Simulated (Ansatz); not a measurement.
Molecule: dimethylsilane, C2H8Si, charge 0, multiplicity 1. 
Coordinates optimised at B3LYP-D3(BJ)/def2-TZVP (Ansatz, an electronic-structure program):
```xyz
11

Si     0.0842     0.5358     0.0835
C     -1.6066    -0.2779     0.0432
C      1.4496    -0.7206    -0.1988
H      0.1538     1.5883    -0.9636
H      0.2845     1.1995     1.3982
H     -1.7855    -0.7568    -0.9220
H     -1.6892    -1.0432     0.8180
H     -2.4007     0.4529     0.2074
H      1.4315    -1.4952     0.5709
H      1.3352    -1.2088    -1.1691
H      2.4330    -0.2473    -0.1754
```
Charge 0, spin multiplicity 1.

Total electronic energies in hartree. Correlated levels leave the core frozen unless marked. No spin-orbit coupling. No relativistic terms. CBS marks a two-point X^-3 extrapolation of the correlation energy; Hartree-Fock from the larger set (for Q and 5 zeta extrapolated as (X+1)exp(-9√X)).

```json
[
 {"level": "HF/aug-cc-pV(T+d)Z", "program": "Ansatz", "energy (Eh)": "-369.38863"},
 {"level": "RI-HF/aug-cc-pV(T+d)Z", "program": "Ansatz", "energy (Eh)": "-369.38860"},
 {"level": "PBE0-D3(BJ)/def2-TZVPD", "program": "Ansatz + dftd3", "energy (Eh)": "-370.35061"},
 {"level": "BHLYP-D3(BJ)/def2-TZVPD", "program": "Ansatz + dftd3", "energy (Eh)": "-370.52879"},
 {"level": "r2SCANh-D4/def2-TZVPD", "program": "Ansatz + dftd4", "energy (Eh)": "-370.48860"},
 {"level": "RI-MP2/cc-pV(T+d)Z", "program": "Ansatz", "energy (Eh)": "-369.88161"},
 {"level": "CCSD/aug-cc-pV(Q+d)Z", "program": "Ansatz", "energy (Eh)": "-369.96714"},
 {"level": "CCSD(T)/STO-3G", "program": "Ansatz", "energy (Eh)": "-365.30265"},
 {"level": "CCSD(T)/CBS(cc-pV(Q+d)Z,cc-pV(5+d)Z)", "program": "Ansatz", "energy (Eh)": "-370.0047"}
]
```

Totals of different functionals don't rank their quality; only differences between species are comparable.
